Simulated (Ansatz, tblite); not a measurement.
Removing and adding an electron: `c1coc(-c2ccc(-c3ccc(-c4ccco4)o3)o2)c1`. Charge 0, multiplicity 1. Geometry: r2SCAN-D4/def2-SVP. Ansatz, gas phase; energy differences of separate SCF runs; the oxidised species was run as a doublet alone; the reduced species was run as a doublet alone.

```
atom   x (Å)   y (Å)   z (Å)
  C1  -5.132   1.202  -3.173
  C2  -5.505   2.129  -2.237
  O3  -4.575   2.208  -1.251
  C4  -3.587   1.319  -1.553
  C5  -2.492   1.235  -0.636
  C6  -2.199   1.887   0.546
  C7  -0.957   1.365   0.993
  C8  -0.568   0.426   0.055
  C9   0.569  -0.427  -0.058
 C10   0.959  -1.365  -0.995
 C11   2.201  -1.886  -0.548
 C12   2.493  -1.236   0.635
 C13   3.587  -1.320   1.553
 C14   3.881  -0.670   2.734
 C15   5.129  -1.201   3.175
 C16   5.504  -2.128   2.240
 O17   4.576  -2.208   1.252
 O18   1.502  -0.348   0.935
 O19  -1.502   0.347  -0.937
 C20  -3.883   0.669  -2.733
 H21  -5.685   0.931  -4.071
 H22  -6.363   2.789  -2.131
 H23  -2.816   2.647   1.020
 H24  -0.401   1.632   1.890
 H25   0.404  -1.633  -1.892
 H26   2.819  -2.646  -1.022
 H27   3.267   0.091   3.213
 H28   5.682  -0.931   4.073
 H29   6.363  -2.787   2.134
 H30  -3.270  -0.092  -3.212
```

The xTB rows come from tblite. Single mean-field runs in def2-TZVP are fitted with def2-universal-jkfit.

| level | −HOMO (eV) | vertical IE (eV) | −LUMO (eV) | vertical EA (eV) | HOMO–LUMO gap (eV) | IE − EA (eV) | remarks |
| --- | --- | --- | --- | --- | --- | --- | --- |
| GFN1-xTB | 10.39 | 12.32 | 8.15 | 6.19 | 2.24 | 6.13 | – |
| PBE0-D4/def2-TZVP | 5.14 | 6.40 | 1.57 | 0.39 | 3.57 | 6.01 | HOMO above zero (-1 doublet) |

Estimate the rows for GFN2-xTB, PBE-D4/def2-TZVP.


```tsv
level	−HOMO (eV)	vertical IE (eV)	−LUMO (eV)	vertical EA (eV)	HOMO–LUMO gap (eV)	IE − EA (eV)	remarks
GFN2-xTB	9.70	11.67	7.40	5.42	2.30	6.25	–
PBE-D4/def2-TZVP	4.40	6.25	2.24	0.48	2.16	5.77	HOMO above zero (-1 doublet)
```

   A HOMO above zero means that the electron is unbound at that level or that self-interaction error raises the level; the energy of removing that electron tells which. Raw xTB energy differences between charge states are shifted by several eV; the methods need an empirical correction for them. Sets without diffuse functions give affinities that are too small.
